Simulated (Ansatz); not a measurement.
**C3H9AlO: where a starting geometry ends**

The starting geometry of this gas-phase singlet was optimised with GFN2-xTB; its bonds are those of `C[CH](C)[AlH][OH]`.

```yaml
atoms:
  - { symbol: C, position_ang: [-1.2830, 0.6952, -1.6945] }
  - { symbol: C, position_ang: [-0.5033, -0.3526, -0.8878] }
  - { symbol: C, position_ang: [0.6646, 0.3232, -0.1488] }
  - { symbol: Al, position_ang: [-1.6950, -1.4083, 0.3709] }
  - { symbol: O, position_ang: [-3.0565, -0.8395, 1.0869] }
  - { symbol: H, position_ang: [-2.0359, 0.2160, -2.3210] }
  - { symbol: H, position_ang: [-1.7938, 1.3902, -1.0276] }
  - { symbol: H, position_ang: [-0.6166, 1.2733, -2.3371] }
  - { symbol: H, position_ang: [-0.0493, -1.0552, -1.6056] }
  - { symbol: H, position_ang: [0.2957, 1.0568, 0.5676] }
  - { symbol: H, position_ang: [1.2516, -0.4160, 0.3958] }
  - { symbol: H, position_ang: [1.3249, 0.8363, -0.8507] }
  - { symbol: H, position_ang: [-1.3027, -2.8459, 0.7320] }
  - { symbol: H, position_ang: [-3.8423, -0.5312, 1.5181] }
```

Task: Predict what becomes of its bonds when it is optimised with PBE0-D3(BJ)/def2-SVP.

Result: It keeps its bonds, and is `C[CH](C)[AlH][OH]`.

The energy falls by 0.24 eV over 30 steps:

| step | E − E(last) (eV) |
| --- | --- |
| 1 | 0.236 |
| 4 | 0.114 |
| 7 | 0.110 |
| 11 | 0.080 |
| 14 | 0.010 |
| 17 | 0.001 |
| 20 | 0.001 |
| 24 | 0.000 |
| 27 | 0.000 |
| 30 | 0.000 |

Final geometry (Å):

```xyz
14

C    -1.3055    0.8651   -1.5369
C    -0.5704   -0.2777   -0.8364
C     0.7789    0.1678   -0.2667
Al   -1.6690   -1.2089    0.4996
O    -3.3614   -0.9829    0.4206
H    -2.2615    0.5392   -1.9745
H    -1.5383    1.6847   -0.8365
H    -0.6953    1.3010   -2.3486
H    -0.3641   -1.0623   -1.5947
H     0.6580    0.9561    0.4963
H     1.3307   -0.6601    0.2080
H     1.4325    0.5872   -1.0525
H    -1.0716   -2.1733    1.6199
H    -4.0045   -1.3936    1.0005
```

Frequencies at the end are all real (lowest 24 cm⁻¹). Run with Ansatz 0.2.0, 4.5 min on 2 threads of Intel(R) Xeon(R) Processor @ 2.50GHz (Skylake/Cascade Lake), on a shared host.
